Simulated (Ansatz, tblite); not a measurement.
Forces on Ti3F2 at its PBE0-D4/def2-SVP geometry. The state is a singlet with charge 0.

The xTB rows come from tblite. The order of the spin states hangs on the level: the triplet lies 0.93 eV below the singlet at PBE0-D4/def2-TZVP, but 0.40 eV above it at PBE-D4/def2-TZVP. Another isomer (singlet) lies 0.23 eV lower at PBE-D4/def2-TZVP.

GFN1-xTB (tblite), largest force 50.56 eV/Å:

```xyz
5
positions Å, forces eV/Å
Ti    0.888    0.298    1.168   41.154   -2.592    0.204
Ti   -1.358   -0.092   -0.593   -8.579  -11.247  -38.872
Ti   -0.998    0.426    1.188  -31.441   13.342   37.278
F     2.552   -0.003    0.534   -1.113    0.153    0.264
F    -1.085   -0.629   -2.297   -0.021    0.345    1.126
```

PBE-D4/def2-TZVP (Ansatz), largest force 0.83 eV/Å:

```
Ti 0.079 0.111 0.385
Ti -0.385 0.024 -0.002
Ti -0.528 0.220 0.607
F 0.653 -0.141 -0.326
F 0.180 -0.214 -0.665
```
